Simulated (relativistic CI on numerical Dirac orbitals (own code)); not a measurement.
Zr⁶⁺: from the plainest model towards the measured levels

Calculated with a relativistic CI code on KLI orbitals (one set per configuration, finite nucleus), adding one ingredient at a time: step 1, Dirac-Coulomb, each configuration alone; step 2, with Breit and QED terms; step 3, with configuration mixing; step 4, with scaled Slater integrals (0.9); step 5, with a P86 correlation estimate; step 6, tied to the ionisation limit. P86 is a density functional for the correlation energy, evaluated here for each configuration and added to its levels. Step 6 is semi-empirical: configurations made of the next ion and one excited electron move by -24985 cm⁻¹, so that their limit matches the tabulated ionisation energy, and those with a non-penetrating f or g electron also take the P86 value of the least penetrating other one.

Configurations in the expansion (outside the closed core [Ar] 3d10): 4s2 4p4, 4s 4p5, 4s2 4p3 4d, 4s2 4p3 5s, 4s2 4p3 5p, 4p6, 4s 4p4 4d, 4s2 4p3 4f, 4s 4p4 4f, 4p5 4d, 4s2 4p3 5d, 4s 4p3 4d2, 4s2 4p3 6s, 4s2 4p2 4d2, 4s2 4p 4d3, 4s2 4p 4d2 5s, 4s2 4p 4d2 5p, 4s 4p2 4d3, 4s2 4p 4d2 4f.

Computed minus measured energy above the ground level, in cm⁻¹, for 14 of the 47 excited levels that pair in every step (one J of a term; a digit in brackets numbers repeated terms):

| Configuration | Term | J | Measured | Step 1 | Step 2 | Step 3 | Step 4 | Step 5 | Step 6 |
| --- | --- | --- | --- | --- | --- | --- | --- | --- | --- |
| 4s2 4p4 | 3P | 0 | 12557 | 861 | 724 | 68 | -298 | -298 | -291 |
| 4s2 4p4 | 1D | 2 | 27176 | 3116 | 2907 | 1243 | -109 | -93 | -123 |
| 4s2 4p4 | 1S | 0 | 56943 | 7011 | 6701 | 1560 | -1462 | -1460 | -1426 |
| 4s 4p5 | 3P° | 2 | 192812 | 23760 | 23300 | -3445 | 1161 | 1778 | -2536 |
| 4s2 4p3 4d | 5D° | 0 | 262683 | -6909 | -7377 | -2208 | 1439 | 2990 | -21343 |
| 4s2 4p3 4d | 1S° | 0 | 289300 | -1791 | -2328 | -107 | 1053 | 2581 | -21788 |
| 4s2 4p3 4d | 3G° | 3 | 296679 | -707 | -1190 | 3235 | 2847 | 4405 | -20067 |
| 4s2 4p3 4d | 1G° | 4 | 303437 | 903 | 342 | 4546 | 3727 | 5279 | -19194 |
| 4s2 4p3 5s | 5S° | 2 | 408775 | -5922 | -6132 | 8662 | 8460 | 14654 | -10158 |
| 4s2 4p3 5s | 3S° | 1 | 418375 | -3137 | -3326 | 11183 | 9577 | 15770 | -9037 |
| 4s2 4p3 5s | 3D° | 2 | 434766 | 41 | -137 | 14026 | 10605 | 16797 | -7999 |
| 4s2 4p3 5s | 1D° | 2 | 443204 | 1025 | 735 | 15170 | 11411 | 17604 | -7206 |
| 4s2 4p3 5p | 3P | 1 | 480659 | -3393 | -3686 | 10688 | 9592 | 16168 | -8676 |
| 4s2 4p3 5p | 3F | 3 | 501798 | -1475 | -1835 | 12234 | 9338 | 15925 | -8894 |

Mean absolute errors in cm⁻¹, over all paired levels and for the configurations:

```
Configuration, levels  Step 1  Step 2  Step 3  Step 4  Step 5  Step 6
              all, 47    5361    5345    6943    4654    7576   13579
           4s2 4p4, 4    2752    2635     822     522     518     515
            4s 4p5, 3   24369   23776    3581    1036    1659    2828
       4s2 4p3 4d, 24    5333    5345    4670    2565    3978   20189
       4s2 4p3 5s, 10    2266    2180   13316    9958   16151    8616
        4s2 4p3 5p, 6    2870    3209   11176    8735   15343    9497
```

Measured levels: measured levels as listed in Rauch et al., Astron. Astrophys. 599, A142 (2017).

The mean absolute error is lowest at step 4 (4654 cm⁻¹), and the largest single drop is from step 3 to 4 (6943 to 4654). Terms of the ground configuration are off by 2752 at first, 822 with mixing and 522 after scaling, which stands in for the correlation that narrows term splittings. The Breit and QED terms change the top of the ground term (measured 13549) from 13568 to 13339. Mixing lowers the ground level by 19206; relative to it the configurations that move most are 4s 4p5 by -27358, 4s2 4p3 5p by +14385, 4s2 4p3 5s by +13212. Configurations whose own partners of that kind are not in the list rise by much of that lowering, so a short list can trade one imbalance for another. The P86 estimate moves 4s2 4p3 5p by +6607, 4s2 4p3 5s by +6193, 4s2 4p3 4d by +1539, and takes the mean absolute error of the excited configurations from 5039 to 8233; it adds to levels that were already too high. Step 6 takes that error from 8233 to 14795; it grows for 4s 4p5, 4s2 4p3 4d. The shift fits the limit, so it does little for low levels whose errors differ from those near the limit.
